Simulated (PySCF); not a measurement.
## Frontier levels across methods

Species: C3H8BNO.
SMILES with atom numbers: `[CH3:1][O+:2]([CH3:3])[BH2-:4][C:5]#[N:6]` (hydrogens: H7, H8, H9 on C1; H10, H11, H12 on C3; H13, H14 on B4)

Cartesian coordinates in Å at the PBE0-D3(BJ)/def2-SVP level; atoms count from 1:
```
atom  x, y, z in Å
C1    -1.1248   -0.6783   -0.2015
O2    -0.0047    0.1919   -0.3373
C3    -0.2241    1.5048    0.1836
B4     1.4054   -0.4972    0.0545
C5     2.5034    0.5078   -0.4441
N6     3.2915    1.2805   -0.8035
H7    -0.8824   -1.5976   -0.7446
H8    -2.0035   -0.1905   -0.6445
H9    -1.3021   -0.9049    0.8618
H10    0.6716    2.0924   -0.0459
H11   -0.3778    1.4551    1.2731
H12   -1.1026    1.9347   -0.3161
H13    1.4041   -1.5473   -0.5546
H14    1.3849   -0.6180    1.2691
```

Basis pcSseg-1 throughout (PySCF), one geometry. One conformer (not necessarily the lowest) at the PBE0-D3(BJ)/def2-SVP geometry, without solvent, vibrations or thermal averaging.

Q: How do the orbital energies, the gap and the dipole change with the method?

A: 
```tsv
method	kind	HOMO (eV)	LUMO (eV)	gap (eV)	μ (D)	SCF cycles
BLYP	GGA	-6.68	-0.78	5.90	7.35	15
OPBE	GGA	-6.75	-0.78	5.97	7.36	15
B97-D	GGA	-6.80	-0.79	6.00	7.40	14
PBE	GGA	-6.81	-0.96	5.85	7.35	15
KT2	GGA	-6.85	-1.10	5.75	7.31	15
KT3	GGA	-6.85	-0.93	5.91	7.28	14
BP86	GGA	-6.92	-1.04	5.88	7.41	14
LDA	LDA	-6.94	-1.28	5.66	7.44	14
B97-2	global hybrid	-7.89	0.08	7.97	7.51	14
B3LYP	global hybrid	-7.92	-0.13	7.79	7.50	14
PBE0	global hybrid	-8.15	0.09	8.24	7.53	14
mPW1PW91	global hybrid	-8.18	0.09	8.28	7.55	14
BHandHLYP	global hybrid	-9.39	1.13	10.51	7.66	13
CAM-B3LYP	range-separated hybrid	-9.55	1.20	10.75	7.57	14
wB97X-D	range-separated hybrid	-10.06	1.93	11.99	7.60	14
LC-wPBE	range-separated hybrid	-10.96	2.45	13.41	7.63	14
HF	Hartree–Fock	-11.30	3.42	14.72	7.88	12
```

The HOMO spans 4.62 eV, from BLYP down to HF, and the gap runs from 5.66 eV (LDA) to 14.72 eV (HF). Over the methods BLYP (0 %), OPBE (0 %), B97-D (0 %), PBE (0 %), KT2 (0 %), KT3 (0 %), BP86 (0 %), LDA (0 %), B97-2 (21 %), B3LYP (20 %), PBE0 (25 %), mPW1PW91 (25 %), BHandHLYP (50 %), HF (100 %), a straight line through the gap against the share of exact exchange rises by 0.90 eV for each 10 % (correlation coefficient 0.999). The dipole ranges from 7.28 D (KT3) to 7.88 D (HF). This basis has no diffuse functions.
